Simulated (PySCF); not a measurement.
# How the method changes the shape and vibrations of BCGeH4 anion

These are calculations, not measurements. The program is PySCF 2.14.0, an open-source quantum chemistry code, run on an isolated molecule that a program drew, which may never have been made. The molecule is BCGeH4 anion (charge -1, singlet), drawn as the SMILES string `C=[B][GeH2-]`.

The geometry was optimised and harmonic frequencies were computed with HF and MP2, all in the aug-cc-pVDZ basis, for the commonest isotopes, with a restricted reference for singlets and an unrestricted one otherwise, and a frozen core in MP2. Germanium has the aug-cc-pVDZ-PP basis, with a core potential (ECP10MDF) in place of its 10 inner electrons, and its 3s, 3p and 3d shells are frozen in MP2. Each result is a local minimum of its method.

Geometry at the HF minimum:
```xyz
7
BCGeH4 anion, angstrom
C    -2.3978    1.2084   -0.1232
B    -1.5887    0.6138    0.8703
Ge   -0.7008   -0.4230    2.4237
H    -2.0047    1.9179   -0.8448
H    -3.4566    0.9861   -0.2166
H     0.5457   -1.0315    1.6550
H     0.0340    0.7769    3.1550
```

Lengths of the bonds as drawn, in Å (atoms numbered as above):
| bond | HF | MP2 |
|---|---|---|
| C1-B2 | 1.413 | 1.435 |
| B2-Ge3 | 2.068 | 2.019 |
| C1-H4 | 1.086 | 1.098 |
| C1-H5 | 1.086 | 1.098 |
| Ge3-H6 | 1.586 | 1.580 |
| Ge3-H7 | 1.586 | 1.580 |

Rotational constants, in GHz:
| constant | HF | MP2 |
|---|---|---|
| A | 76.05 | 75.84 |
| B | 2.868 | 2.939 |
| C | 2.854 | 2.927 |

Harmonic frequencies in cm^-1, each column in rising order, so a row needn't be the same motion in every method:
| rank | HF | MP2 |
|---|---|---|
| 1 | 229 | 208 |
| 2 | 248 | 227 |
| 3 | 326 | 359 |
| 4 | 382 | 415 |
| 5 | 536 | 484 |
| 6 | 684 | 620 |
| 7 | 741 | 634 |
| 8 | 773 | 706 |
| 9 | 953 | 897 |
| 10 | 1367 | ? |
| 11 | 1596 | 1485 |
| 12 | 1911 | 1945 |
| 13 | 1930 | 1948 |
| 14 | 3251 | 3137 |
| 15 | 3318 | 3218 |

**Estimate the missing MP2 frequency from the HF column.**

A single factor s that minimises the squared misfit of MP2 against s times HF over the other rows is sum(HF x MP2) / sum(HF^2) = 0.9705, with an rms misfit of 50 cm^-1. For rank 10 it gives 0.9705 x 1367 = 1327 cm^-1. The calculation gives 1278 cm^-1, 49 cm^-1 below the estimate. The drawn bonds are on average 0.1 % longer in MP2 than in HF.
